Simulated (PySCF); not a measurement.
B(I)(Me)(OH) (CH4BIO), SMILES OB(C)I. Coordinates come from a PBE0-D3(BJ)/def2-SVP optimisation. The def2 effective core potentials stand for the cores of I; spin–orbit coupling is left out. Other conformers were not sampled.

Computed equilibrium geometry at PBE0-D3(BJ)/def2-SVP (PySCF confirms it by a frequency run) as Cartesian coordinates in Å, and its point group (one conformer of several):
point group Cs.
```xyz
8

B      0.1280     1.3510     0.0000
I     -0.0394    -0.8256     0.0000
C     -1.1630     2.2240     0.0000
H     -1.7836     1.9943     0.8808
H     -0.9218     3.2970     0.0000
H     -1.7836     1.9943    -0.8808
O      1.3554     1.8905     0.0000
H      2.0732     1.2468     0.0000
```
Charge 0, spin multiplicity 1.
